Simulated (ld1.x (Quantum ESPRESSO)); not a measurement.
## Bi (Z = 83): one change to a TM potential, before and after

```
Element                 : bismuth
Generator               : ld1.x (Quantum ESPRESSO) 7.5
Type                    : norm-conserving Troullier–Martins (Kleinman–Bylander form)
Functional              : PBE
Relativity              : scalar-relativistic
Frozen core             : [Xe] 4f14
Valence charge          : 15
Reference configuration : 5d10 6s2 6p3
Partial waves           : 6s (bound): rc 1.70 bohr; 6p (bound): rc 2.20 bohr; 5d (bound): rc 1.90 bohr
Local potential         : the d channel
Core correction         : none
```

All-electron outer shells of the reference configuration (PBE, scalar-relativistic, ld1.x):

| shell | level (eV) | outermost node (bohr) | outermost maximum (bohr) |
| --- | --- | --- | --- |
| 4f | -152.59 | – | 0.34 |
| 5p | -95.86 | 0.48 | 0.86 |
| 5d | -27.08 | 0.51 | 1.03 |
| 6s | -14.48 | 0.98 | 1.88 |
| 6p | -4.57 | 1.14 | 2.44 |

Change: local potential all-electron potential smoothed inside 1.60 bohr (lloc = -2).

Cutoffs: the cutoffs (Ry, on a coarse ladder) from which the occupation-weighted sum of valence levels, in a spherical-Bessel basis at the reference potential, stays within 10 and 1 mRy of its value at 400 Ry; they do not see the model core or the augmentation charge, which bear on the density cutoff. Errors are all-electron minus pseudo energies relative to the spin-unpolarised reference configuration.

Problem. What does the change do?

Solution. The potential gets neither clearly harder nor softer (55 Ry and 90 Ry → 55 Ry and 90 Ry); the bound ghosts move from p, s to s; the number of tests that count goes from 6 to 7; of the 6 tests that both files solve, the error grows in 1 and shrinks in 4 by more than 15 % and 0.3 meV (median size 13.9 → 6.7 meV); the range in which the s phases agree narrows (upper end 3.2 → -0.6); the range in which the p phases agree narrows (upper end at the end of the scan → 1.0). In the separable form a ghost depends on how the local part lies against the semilocal potential of the channel, so the choice of the local part can create or remove one.

| quantity | base | changed |
| --- | --- | --- |
| cutoff, loose | 55 Ry | 55 Ry |
| cutoff, tight | 90 Ry | 90 Ry |
| loose cutoff by channel (10 mRy a level) | s 25 Ry, p 25 Ry, d 45 Ry | s 18 Ry, p 6 Ry, d 45 Ry |
| bound ghosts | s, p | s |
| tests counted (converged, no solver errors) | 6 of 7 | 7 of 7 |
| error for 5d10 6s2 6p2, meV [ΔE 7.91 eV] | -5.3 | +0.3 |
| error for 5d10 6s2 6p1, meV [ΔE 23.16 eV] | -15 | +8.5 |
| error for 5d10 6s2 6p0, meV [ΔE 46.50 eV] | -13 | +25 |
| error for 5d10 6s0 6p5, meV [ΔE 20.50 eV] | -30 | +4.8 |
| error for 5d10 6s1 6p4, meV [ΔE 10.08 eV] | -7.6 | +1.3 |
| error for 5d10 6s1 6p3, meV [ΔE 18.73 eV] | -15 | +16 |
| s: phases at 2.40 bohr within 0.05 rad from the reference energy up to (Ry; the scan ends near 5) | 3.2 | -0.6 |
| p: phases at 2.40 bohr within 0.05 rad from the reference energy up to (Ry; the scan ends near 5) | to the end of the scan | 1.0 |
| d: phases at 2.40 bohr within 0.05 rad from the reference energy up to (Ry; the scan ends near 5) | to the end of the scan | 1.6 |

Base: Tests not counted: 5d9 6s2 6p3 (pseudo-atom not self-consistent, printed error -1558 eV). A true bound ghost makes a file unfit for plane-wave use even where its test errors are small: the radial tests pick states by their node count and pass the ghost by. Where a test does run into it, the solver fails or the error is huge.
